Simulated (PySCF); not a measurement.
## How methods differ on the ionisation energy of In⁺

In⁺ [Kr] 4d10 5s2 (1S) → In²⁺ [Kr] 4d10 5s1 (2S), as a difference of total energies. Computed with PySCF 2.14 in aug-cc-pVQZ-DK3, with the spin-free X2C one-electron Hamiltonian (Gaussian nucleus). Correlated levels: valence: [Kr] 4d10 frozen. The calculations carry no spin-orbit coupling.

| method | ionisation energy (eV) |
| --- | --- |
| UHF | 17.016 |
| LDA | 19.388 |
| PBE | 18.957 |
| r2SCAN | 18.682 |
| revPBE | 18.789 |
| PBEsol | 18.954 |
| MP2 (valence) | 17.675 |
| SCS-MP2 (valence) | 17.807 |

Estimate what CAM-B3LYP gives.

18.921 eV, closest to PBEsol among the rows shown.

Estimate what PBE0 gives.

18.650 eV, closest to r2SCAN among the rows shown.

Errors of the correlated levels include the incompleteness of this basis and the frozen core.

MP2 underrates the near-degeneracy of ns² with np² in the lower species.

For comparison: 18.870 eV (measured; NIST Atomic Spectra Database, ionization energies).
